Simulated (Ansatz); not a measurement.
H4Sn, charge -1, doublet, at the geometry of the source list (a state made from the parent by changing its charge; the spin is typed, not shown lowest) (core potentials on Sn) (a gas-phase anion, which may not be bound at this level), atoms displaced at random by about 0.03 Å a coordinate; B3LYP/def2-SVP, gradient in Ansatz (a program for electronic structure).

Ansatz was given this input:
Ansatz 0.2 input:
```yaml
crystal:
  periodic: [false, false, false]
  atoms:
    - {symbol: Sn, position_ang: [-0.01594982, 0.00094826, 0.00575878]}
    - {symbol: H, position_ang: [-1.07995348, 1.07549122, -0.47960074]}
    - {symbol: H, position_ang: [0.19385399, -1.10934298, -1.18815914]}
    - {symbol: H, position_ang: [-0.55463416, -0.71527840, 1.29659011]}
    - {symbol: H, position_ang: [1.46338361, 0.77407445, 0.36959023]}
basis:
  gaussian:
    orbitals: def2-SVP
hamiltonian:
  xc: b3lyp
total_charge: -1
magnetization: {spin_polarized: true, initial_magnetization: 1}
output: {forces: true}
```

The log (banner, timings and long lists left out):

```
Functional definition: B3LYP
546 factors; integrals over basis functions are off by at most 3.8e-4 eV
mean field evaluation 1: about -5893.8504 eV, gradient 1.1e1 eV
mean field evaluation 2: about -5894.2125 eV, gradient 7.7e0 eV
mean field evaluation 4: about -5894.4800 eV, gradient 6.7e-1 eV
mean field evaluation 8: about -5894.5022 eV, gradient 6.0e-2 eV
mean field evaluation 16: about -5894.5035 eV, gradient 2.0e-2 eV
mean field evaluation 32: about -5894.5040 eV, gradient 3.2e-4 eV
mean field evaluation 64: about -5894.4736 eV, gradient 1.6e-1 eV
mean field evaluation 96: about -5894.4943 eV, gradient 1.6e-1 eV
a density is far from that of the atoms, so the factors are made again for it
563 factors; integrals over basis functions are off by at most 3.8e-4 eV
mean field -5894.50387736 eV, -216.6190220548 hartree, gradient 6.4e-7 eV, S^2 0.752750; 0 other end points of the search recorded, 0 dependent functions left out
the calculation of the forces begins
reference -5894.50409777 eV, -216.6190301547 hartree; 14, 13 occupied and 32, 33 virtual orbitals, 563 factors
Total energy: -5894.50409777 eV, -216.6190301547 hartree
Atom 0 at    -0.015950     0.000948     0.005759 Å, force     0.224442    -0.992347    -1.758438 eV/Å
Atom 1 at    -1.079953     1.075491    -0.479601 Å, force    -1.235211     1.908909    -0.854113 eV/Å
Atom 2 at     0.193854    -1.109343    -1.188159 Å, force    -0.316019    -1.155543    -1.034625 eV/Å
Atom 3 at    -0.554634    -0.715278     1.296590 Å, force    -0.428324    -1.291999     2.489873 eV/Å
Atom 4 at     1.463384     0.774074     0.369590 Å, force     1.755112     1.530980     1.157303 eV/Å
Dipole moment:     0.097284     0.127295     0.147816 e Å
```
